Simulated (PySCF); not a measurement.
Structure problem from calculated spectra and properties.

Elements present: C, F, H, P and S. Monoisotopic mass: 191.9728 u.

| Property | Result |
| --- | --- |
| UV, strongest line | among the 10 lowest singlet transitions: S6 at 5.20 eV (238 nm, f = 0.281) [TDDFT wB97X-D/def2-SVPD] |
| Triplet | lowest triplet excitation (Tamm–Dancoff): 2.61 eV [TDA wB97X-D/def2-SVPD] |
| 13C NMR | chemical shifts (computed TMS as zero) by class: 249.6 (1 C), 186.3 (1 C), 162.8 (1 C), 142.2 (1 C), 27.1 (1 C), 20.5 (1 C) ppm [GIAO PBE0/pcSseg-1] |
| 1H NMR | chemical shifts (computed TMS as zero) by class: 8.58 (1 H), 2.56 (3 H), 2.55 (3 H) ppm [GIAO PBE0/pcSseg-1] |
| Polarisability | 147.5 au [wB97X-D/def2-SVPD] |
| UV, first state | lowest singlet excitation: 3.73 eV (333 nm, f = 0.054) [TDDFT wB97X-D/def2-SVPD] |
| Rotational structure | rotational constants A, B, C: 1.336, 0.670, 0.448 GHz [PBE0-D3(BJ)/def2-SVP] |

Electronic properties: PySCF, gas phase, density fitting. Levels stand in brackets. One conformer (not necessarily the lowest) at the PBE0-D3(BJ)/def2-SVP geometry, without solvent, vibrations or thermal averaging. NMR values are class means; diastereotopic atoms form classes of their own.

Question: Which formula fits the mass and the elements?

Answer: C6H7FP2S (calculated 191.9728). No other formula that holds each of these elements comes within 0.0003 u with a fitting electron parity and a possible valence count.

Question: What is the compound? Reason from the data.

Answer: Numbering: `[CH3:1][S:2][c:3]1[p:4][c:5]([F:6])[p:7][cH:8][c:9]1[CH3:10]`. 6 carbons fall into 6 classes; from least to most shielded: aromatic C–F carbon [C5] (249.6 ppm), substituted aromatic carbon [C3] (186.3 ppm), aromatic CH carbon [C8] (162.8 ppm), substituted aromatic carbon [C9] (142.2 ppm), benzylic-type carbon [C10] (27.1 ppm), S-methyl carbon [C1] (20.5 ppm). Hydrogen classes from least to most shielded: 1 H on an aromatic CH carbon, C8 (8.58 ppm), 3 H on a benzylic-type carbon, C10 (2.56 ppm), 3 H on an S-methyl carbon, C1 (2.55 ppm). The optimised geometry has point group Cs and is an asymmetric top. Structure: `CSc1pc(F)pcc1C`. The assignments are read from this structure; whether some other isomer fits the data as well wasn't checked.

The values belong to the conformer `[CH3:1][S:2][c:3]1[p:4][c:5]([F:6])[p:7][cH:8][c:9]1[CH3:10]`: C1–S2–C3–P4 0°.
